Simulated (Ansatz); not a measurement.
Basis-set extrapolation for AlB$_{2}$H$_{8}$NSi (PBE0-D4/def2-TZVP geometry, frozen core, Ansatz). Multiplicity 1, RHF reference.

```csv
,def2-TZVPP,def2-QZVPP
HF,-639.339336,-639.360659
MP2 correlation,-0.662017,-0.704955
CCSD(T) correlation,-0.749246,not run
```

Energies in hartree. Use E(X) = E(∞) + A·exp(−7.88·√X) for Hartree–Fock and E(X) = E(∞) + B·X^(−2.97) for correlation, with X = 3 and 4, and add CCSD(T) minus MP2 of the smaller set to the MP2 limit.

Problem. What is the CCSD(T) energy at the basis-set limit?

Solution. HF limit: -639.360659 + (-0.021323) × 0.13774 = -639.36360. MP2 limit: -0.704955 + (-0.042938) × 0.74074 = -0.73676. Higher-order term: -0.749246 − (-0.662017) = -0.08723. Total: -640.18759 hartree, 62.1 kcal/mol below CCSD(T)/def2-TZVPP.
